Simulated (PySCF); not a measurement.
O$_{4}$W (SMILES [O]=[W-2](=[O])(=[O])=[O]), charge -2, singlet, geometry from GFN2-xTB (such geometries of metal compounds can be far from the true shape) (core potentials on W) (in this run its highest filled SCF level lies above zero, so its values depend strongly on the basis, on diffuse functions most of all). Base run: PySCF with DF-PBE0/def2-TZVP.

PySCF was given this input:
```python
from pyscf import gto, scf, dft

mol = gto.M(
    atom='''
W     0.000000   -0.000000   -0.000000
O     1.221513    0.750594   -1.053110
O     0.812080   -0.925120    1.284214
O    -1.021825   -1.092758   -0.962434
O    -1.011768    1.267284    0.731330
''',
    basis='def2-tzvp',
    ecp={'W': 'def2-tzvp'},
    charge=-2,
    spin=0,
    verbose=4,
)

mf = dft.RKS(mol)
mf.xc = 'pbe0'
mf = mf.density_fit(auxbasis='def2-universal-jkfit')
mf.kernel()
mf.analyze()
```

Each row names what was changed in the base input (with any setting that the change needs).

```json
[
 {"change": "base", "basis functions": "164", "E (Eh)": "-367.96551", "HOMO (eV)": "2.79", "HOMO-LUMO gap (eV)": "6.66"},
 {"change": "basis = LANL2DZ", "basis functions": "58", "E (Eh)": "-368.52757", "HOMO (eV)": "2.81", "HOMO-LUMO gap (eV)": "5.68"},
 {"change": "basis = def2-SV(P)", "basis functions": "81", "E (Eh)": "-367.51319", "HOMO (eV)": "3.16", "HOMO-LUMO gap (eV)": "6.59"},
 {"change": "basis = def2-SVP", "basis functions": "88", "E (Eh)": "-367.55941", "HOMO (eV)": "3.16", "HOMO-LUMO gap (eV)": "6.52"},
 {"change": "basis = def2-SVPD", "basis functions": "127", "E (Eh)": "-367.61778", "HOMO (eV)": "2.23", "HOMO-LUMO gap (eV)": "5.67"},
 {"change": "basis = def2-TZVPP", "basis functions": "180", "E (Eh)": "-367.97274", "HOMO (eV)": "2.79", "HOMO-LUMO gap (eV)": "6.67"},
 {"change": "basis = def2-TZVPD", "basis functions": "203", "E (Eh)": "-367.98088", "HOMO (eV)": "2.32", "HOMO-LUMO gap (eV)": "4.90"}
]
```

Totals compare only among sets that treat the same electrons; sets with core potentials leave the core out.
